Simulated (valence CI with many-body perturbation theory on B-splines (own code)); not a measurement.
**E1 line list for Cs49+**

Calculated by valence CI with perturbative core correlation (CI+MBPT): four valence electrons over a frozen Dirac-Fock core [He], radial functions for each j: 11 s, 11 p, 9 d, 7 f, 5 g, 2 h, 1 i, with the one-electron correlation potential Σ1 (screened to all orders), the two-electron term Σ2, the three-electron term Σ3, Breit, model QED; selected single and double excitations, second order for the rest (own B-spline code, finite nucleus).

No measured spectrum was set against this ion. As an estimate, large intervals hold to a few tenths of a per cent, small ones and those within an open d or f shell to about a per cent. Among the levels kept, up to 280 cm⁻¹ of a level comes from second order outside the variational space, and about a tenth of that is noise between levels of different J, which matters for small intervals.

Lines 201 to 250 of 275 in falling wavelength, among levels below 449.41 Ry, chosen from the strongest by gf and those to the six lowest levels. Wavelengths and rates use the calculated energies. Electric multipoles are in the length gauge, E1 and E2 with the static RPA response of the core. Weak lines are less certain than strong ones. Lines between different terms over intervals too small for the method are left out, as are lines whose strength nearly cancels. The highest levels of a list are the least certain.

Levels are named by their leading jj configuration (3d3/2^4 stands for four electrons in 3d with j = 3/2), which in mixed levels can hold well under half, so a name can repeat and another be missing. Letters in brackets count levels of one name in rising energy.

| λ vac (Å) | Upper | Lower | A (s⁻¹) | S (a.u.) with core polarisation | S without |
| --- | --- | --- | --- | --- | --- |
| 2.280 | (2s 2p1/2 2p3/2 3d3/2) J=2 [a] | (2s 2p1/2^2 2p3/2) J=2 | 9.80e+13 | 2.86e-03 | 2.87e-03 |
| 2.279 | (2s 2p1/2 2p3/2 3d3/2) J=1 [a] | (2s 2p1/2^2 2p3/2) J=2 | 3.56e+13 | 6.25e-04 | 6.26e-04 |
| 2.278 | (2s 2p1/2 2p3/2 3p1/2) J=1 [a] | (2s^2 2p1/2 2p3/2) J=2 | 9.75e+12 | 1.71e-04 | 1.70e-04 |
| 2.277 | (2s 2p1/2 2p3/2 3d3/2) J=3 [a] | (2s 2p1/2^2 2p3/2) J=2 | 1.28e+14 | 5.22e-03 | 5.22e-03 |
| 2.276 | (2s 2p1/2 2p3/2 3d5/2) J=2 [b] | (2s 2p1/2^2 2p3/2) J=1 | 7.05e+12 | 2.05e-04 | 2.05e-04 |
| 2.274 | (2s 2p1/2 2p3/2 3p1/2) J=2 [a] | (2s^2 2p1/2 2p3/2) J=2 | 7.76e+11 | 2.25e-05 | 2.26e-05 |
| 2.271 | (2s 2p1/2 2p3/2 3p1/2) J=1 [a] | (2s^2 2p1/2 2p3/2) J=1 | 3.95e+13 | 6.85e-04 | 6.85e-04 |
| 2.270 | (2s 2p1/2 2p3/2 3d5/2) J=1 [b] | (2s 2p1/2^2 2p3/2) J=1 | 1.56e+14 | 2.70e-03 | 2.71e-03 |
| 2.268 | (2s 2p1/2 2p3/2 3d3/2) J=1 [c] | (2s 2p1/2^2 2p3/2) J=1 | 9.39e+12 | 1.62e-04 | 1.62e-04 |
| 2.268 | (2s 2p1/2 2p3/2 3p1/2) J=2 [a] | (2s^2 2p1/2 2p3/2) J=1 | 1.02e+14 | 2.93e-03 | 2.93e-03 |
| 2.267 | (2s 2p1/2 2p3/2 3d3/2) J=2 [c] | (2s 2p1/2^2 2p3/2) J=1 | 2.32e+14 | 6.68e-03 | 6.68e-03 |
| 2.267 | (2s 2p1/2 2p3/2 3d5/2) J=0 | (2s 2p1/2^2 2p3/2) J=1 | 8.02e+13 | 4.61e-04 | 4.61e-04 |
| 2.266 | (2s 2p1/2 2p3/2 3d3/2) J=2 [d] | (2s 2p1/2^2 2p3/2) J=1 | 2.99e+14 | 8.59e-03 | 8.59e-03 |
| 2.264 | (2s 2p1/2 2p3/2 3p1/2) J=3 | (2s^2 2p1/2 2p3/2) J=2 | 2.10e+14 | 8.42e-03 | 8.42e-03 |
| 2.264 | (2s 2p1/2 2p3/2 3d3/2) J=3 [b] | (2s 2p1/2^2 2p3/2) J=2 | 2.94e+14 | 1.18e-02 | 1.18e-02 |
| 2.263 | (2p1/2^2 2p3/2 3p1/2) J=1 | (2s 2p1/2^2 2p3/2) J=1 | 1.75e+14 | 3.00e-03 | 3.00e-03 |
| 2.262 | (2s 2p1/2 2p3/2 3d5/2) J=2 [a] | (2s 2p1/2^2 2p3/2) J=2 | 6.45e+13 | 1.84e-03 | 1.84e-03 |
| 2.261 | (2s 2p1/2 2p3/2 3d3/2) J=2 [b] | (2s 2p1/2^2 2p3/2) J=2 | 4.48e+14 | 1.28e-02 | 1.28e-02 |
| 2.261 | (2s 2p1/2^2 3p1/2) J=1 | (2s^2 2p1/2^2) J=0 | 3.70e+14 | 6.34e-03 | 6.34e-03 |
| 2.260 | (2s 2p1/2 2p3/2 3d3/2) J=1 [b] | (2s 2p1/2^2 2p3/2) J=2 | 6.23e+14 | 1.07e-02 | 1.07e-02 |
| 2.260 | (2s 2p1/2 2p3/2 3d3/2) J=1 [d] | (2s 2p1/2^2 2p3/2) J=1 | 1.71e+14 | 2.92e-03 | 2.93e-03 |
| 2.259 | (2s 2p1/2 2p3/2 3d3/2) J=0 [b] | (2s 2p1/2^2 2p3/2) J=1 | 4.48e+14 | 2.55e-03 | 2.55e-03 |
| 2.258 | (2p1/2^2 2p3/2 3p1/2) J=2 | (2s 2p1/2^2 2p3/2) J=1 | 8.30e+13 | 2.36e-03 | 2.36e-03 |
| 2.258 | (2s 2p1/2 2p3/2 3d5/2) J=3 [a] | (2s 2p1/2^2 2p3/2) J=2 | 1.06e+14 | 4.20e-03 | 4.20e-03 |
| 2.257 | (2s 2p1/2 2p3/2 3d5/2) J=1 [a] | (2s 2p1/2^2 2p3/2) J=2 | 8.54e+12 | 1.45e-04 | 1.45e-04 |
| 2.256 | (2s^2 2p3/2 3d3/2) J=2 | (2s^2 2p1/2 2p3/2) J=2 | 2.87e+14 | 8.12e-03 | 8.13e-03 |
| 2.252 | (2s^2 2p3/2 3d3/2) J=3 | (2s^2 2p1/2 2p3/2) J=2 | 2.98e+14 | 1.18e-02 | 1.18e-02 |
| 2.252 | (2s^2 2p3/2 3d3/2) J=1 | (2s^2 2p1/2 2p3/2) J=2 | 9.58e+13 | 1.62e-03 | 1.62e-03 |
| 2.252 | (2s^2 2p1/2 3d3/2) J=1 | (2s^2 2p1/2^2) J=0 | 2.76e+14 | 4.66e-03 | 4.67e-03 |
| 2.250 | (2s 2p1/2 2p3/2 3d5/2) J=2 [b] | (2s 2p1/2^2 2p3/2) J=2 | 8.24e+11 | 2.32e-05 | 2.32e-05 |
| 2.249 | (2s^2 2p3/2 3d3/2) J=2 | (2s^2 2p1/2 2p3/2) J=1 | 1.27e+14 | 3.57e-03 | 3.57e-03 |
| 2.248 | (2s 2p1/2 2p3/2 3d5/2) J=3 [b] | (2s 2p1/2^2 2p3/2) J=2 | 2.97e+12 | 1.16e-04 | 1.17e-04 |
| 2.247 | (2s 2p1/2 2p3/2 3p1/2) J=2 [b] | (2s^2 2p1/2 2p3/2) J=1 | 7.70e+13 | 2.16e-03 | 2.16e-03 |
| 2.246 | (2s^2 2p3/2 3d3/2) J=1 | (2s^2 2p1/2 2p3/2) J=1 | 3.75e+14 | 6.28e-03 | 6.29e-03 |
| 2.245 | (2s 2p1/2 2p3/2 3d3/2) J=3 [c] | (2s 2p1/2^2 2p3/2) J=2 | 7.34e+12 | 2.87e-04 | 2.87e-04 |
| 2.245 | (2s^2 2p3/2 3d3/2) J=0 | (2s^2 2p1/2 2p3/2) J=1 | 4.87e+14 | 2.72e-03 | 2.72e-03 |
| 2.243 | (2s 2p1/2 2p3/2 3p1/2) J=2 [c] | (2s^2 2p1/2 2p3/2) J=2 | 3.47e+13 | 9.66e-04 | 9.66e-04 |
| 2.243 | (2s 2p1/2 2p3/2 3p1/2) J=1 [b] | (2s^2 2p1/2 2p3/2) J=2 | 8.39e+12 | 1.40e-04 | 1.40e-04 |
| 2.242 | (2s 2p1/2 2p3/2 3d3/2) J=2 [c] | (2s 2p1/2^2 2p3/2) J=2 | 5.63e+12 | 1.56e-04 | 1.56e-04 |
| 2.242 | (2s^2 2p3/2 3d5/2) J=2 | (2s^2 2p1/2 2p3/2) J=2 | 7.35e+11 | 2.04e-05 | 2.03e-05 |
| 2.240 | (2s 2p1/2 2p3/2 3d3/2) J=2 [d] | (2s 2p1/2^2 2p3/2) J=2 | 7.27e+12 | 2.02e-04 | 2.01e-04 |
| 2.238 | (2p1/2^2 2p3/2 3p1/2) J=1 | (2s 2p1/2^2 2p3/2) J=2 | 1.61e+13 | 2.67e-04 | 2.66e-04 |
| 2.237 | (2s^2 2p3/2 3d5/2) J=3 | (2s^2 2p1/2 2p3/2) J=2 | 2.39e+13 | 9.24e-04 | 9.24e-04 |
| 2.236 | (2s 2p1/2 2p3/2 3p1/2) J=2 [c] | (2s^2 2p1/2 2p3/2) J=1 | 6.07e+12 | 1.67e-04 | 1.67e-04 |
| 2.236 | (2s 2p1/2 2p3/2 3p1/2) J=0 | (2s^2 2p1/2 2p3/2) J=1 | 8.59e+12 | 4.74e-05 | 4.73e-05 |
| 2.236 | (2s 2p1/2 2p3/2 3p1/2) J=1 [b] | (2s^2 2p1/2 2p3/2) J=1 | 6.63e+12 | 1.10e-04 | 1.09e-04 |
| 2.234 | (2s 2p1/2 2p3/2 3d3/2) J=1 [d] | (2s 2p1/2^2 2p3/2) J=2 | 1.82e+13 | 3.01e-04 | 3.00e-04 |
| 2.233 | (2p1/2^2 2p3/2 3p1/2) J=2 | (2s 2p1/2^2 2p3/2) J=2 | 1.61e+13 | 4.42e-04 | 4.41e-04 |
| 2.232 | (2s 2p1/2 2p3/2 3d5/2) J=3 [c] | (2s 2p1/2^2 2p3/2) J=2 | 3.57e+12 | 1.37e-04 | 1.37e-04 |
| 2.232 | (2s 2p1/2 2p3/2 3p3/2) J=3 [a] | (2s^2 2p1/2 2p3/2) J=2 | 6.84e+12 | 2.63e-04 | 2.62e-04 |
